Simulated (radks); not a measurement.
Valence configurations of the chlorine ion Cl+ (all share [Ne]). Method: Dirac Kohn-Sham, PBEsol, spin-unpolarised, spherical densities, point nucleus; open shells are shared between the two j in proportion to 2j + 1; computed with a radial shooting solver on a logarithmic mesh with Libxc functionals. Energies are relative to 3s2 3p4; eigenvalues in eV.

valence      E (eV)  e(3p1/2)  e(3p3/2)  e(3s1/2)
3s2 3p4       0.000   -19.475   -19.332   -32.007
3s1.5 3p4.5   6.324   -19.759   -19.614   -32.331
3s1 3p5      12.668   -20.035   -19.889   -32.646
3p6          25.416   -20.569   -20.420         -

NIST lists [Ne] 3s2 3p4 as the ground configuration; this level of theory agrees among the configurations tried. The energies are those of spherical spin-averaged densities, not of single terms.
